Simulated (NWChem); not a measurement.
[OH][Al]([F])[Cl] (AlHOClF), optimised at PBE0/def2-SVP with NWChem:

```
Item                               Result
---------------------------------  ------
highest occupied level (eV)         -9.35
orbital gap (eV)                     8.52
dipole (D)                           1.91
highest harmonic frequency (cm⁻¹)    3991
zero-point energy (kcal/mol)         11.3
```

All stand in one matching conformer (torsions within 35°), which need not be the lowest.

Question: One O atom is replaced by S, giving [F][Al]([SH])[Cl] (AlHSClF), optimised at the same level. How do these values move?

Answer: 
```tsv
quantity	new value	change
highest occupied level (eV)	-8.19	+1.16
orbital gap (eV)	7.29	-1.23
dipole (D)	1.11	-0.80
highest harmonic frequency (cm⁻¹)	2707	-1284
zero-point energy (kcal/mol)	8.7	-2.6
```
